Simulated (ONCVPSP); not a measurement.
**Pb (Z = 82), ONCV: configuration errors across variants**

* Element: Pb
* Generator: ONCVPSP 4.0.1
* Type: optimised norm-conserving Vanderbilt (ONCV)
* Functional: LDA (Perdew-Zunger)
* Relativity: scalar-relativistic
* Frozen core: [Kr] 4d10 4f14
* Valence charge: 22
* Reference configuration: 5s2 5p6 5d10 6s1.5 6p2.5
* Partial waves: 5s+6s: rc 1.40 bohr, ncon 4, nbas 7, qcut 7.6 1/bohr, 2 projectors; 5p+6p: rc 1.50 bohr, ncon 3, nbas 7, qcut 9.1 1/bohr, 3 projectors, debl 1.4 Ha; 5d: rc 1.30 bohr, ncon 5, nbas 9, qcut 6.2 1/bohr, 1 projector
* Local potential: polynomial inside 0.90 bohr (lpopt 5, dvloc0 3 Ha)
* Core correction: Teter function, parameters optimised by the program

All-electron excitation energies from the reference (eV): (1) 5s2 5p6 5d10 6s2 6p2 -4.359; (2) 5s2 5p6 5d10 6s2 6p1 2.473; (3) 5s2 5p6 5d10 6s2 6p0 16.236; (4) 5s2 5p6 5d9 6s2 6p3 14.875.

Errors AE − PS in meV (a dash: test not solved or not reliable):

```tsv
change	(1)	(2)	(3)	(4)	bound ghosts	GHOST(+) flags above zero
base	+0.4	-2.3	-8.4	-6.5	none	s, p
s: qcut 5; p: qcut 6; d: qcut 4.1	+0.1	-2.5	-8.2	-8.5	none	s, p
s: qcut 5.9; p: qcut 7.1; d: qcut 4.8	+0.2	-2.5	-8.5	-7.9	none	s, p
s: qcut 6.6; p: qcut 7.9; d: qcut 5.4	+0.3	-2.4	-8.5	-7.4	none	s
s: qcut 7.4; p: qcut 8.8; d: qcut 6	+0.4	-2.3	-8.4	-6.7	none	s, p
s: qcut 8.4; p: qcut 10; d: qcut 6.8	+0.5	-2.2	-8.4	-6.0	none	s, p
s: qcut 10.1; p: qcut 12.1; d: qcut 8.3	+0.6	-2.2	-8.3	-5.6	none	s
s: qcut 11; p: qcut 13.2; d: qcut 9	+0.6	-2.1	-8.2	-5.0	none	s, p
```

(1) Give the same row for: s: qcut 9; p: qcut 10.8; d: qcut 7.4.

Answers

(1) +0.5, -2.2, -8.3, -5.7; bound ghosts: none; GHOST(+) flags above zero: s, p.
